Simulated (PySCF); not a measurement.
Molecule: sum formula H$_{2}$SiO$_{3}$Br, charge 0, multiplicity 2. It need not be the lowest isomer of its formula. 
Geometry from a B3LYP-D3(BJ)/def2-TZVP (Ansatz) optimisation:
SMILES: [O][Si](O)(O)Br
```xyz
7

Si     0.2103    -0.3341    -0.8074
Br    -0.3153     0.5021     1.2111
O      0.7238     1.1294    -1.3073
O     -1.0547    -0.9913    -1.5740
O      1.2977    -1.5311    -0.7378
H     -1.8038    -0.4218    -1.7700
H      2.1592    -1.3311    -0.3614
```
Charge 0, spin multiplicity 2.

Dispersion corrections to the total energy (kcal/mol) from the dftd3 and dftd4 libraries through PySCF: D3(BJ) without and D4 with the three-body term, each with the damping fitted for the functional named.

| functional | D3(BJ) | D4 |
|---|---|---|
| PBE | -3.76 | -4.45 |
| BLYP | -8.55 | -9.80 |
| LC-wPBE | (withheld) | -5.01 |
| TPSSh | -4.57 | -5.41 |
| r2SCAN | (withheld) | -1.00 |
| CAM-B3LYP | -3.31 | -3.84 |
| BHLYP | (withheld) | -5.92 |

Task: Fill in the missing entries.

Result: 
- LC-wPBE, D3(BJ): -3.88
- r2SCAN, D3(BJ): -1.02
- BHLYP, D3(BJ): -5.98
